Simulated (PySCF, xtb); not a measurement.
H₄OSe₂Si, SMILES [Se]([SeH])O[SiH3].

GFN2-xTB in xtb at its own geometry gives an orbital gap of 3.21 eV and a dipole moment of 0.25 D.

Geometry optimised at PBE0-D3(BJ)/def2-SVP. This is a generated structure with no PubChem entry under its InChIKey; it may be hypothetical. One conformer was computed; it need not be the lowest.

Q: What does HF/def2-TZVP (PySCF) give? (An estimate is asked for; the answer gives what the named calculation found.)

A: gap 11.60 eV (levels -9.70 and 1.90 eV), dipole 0.79 D.
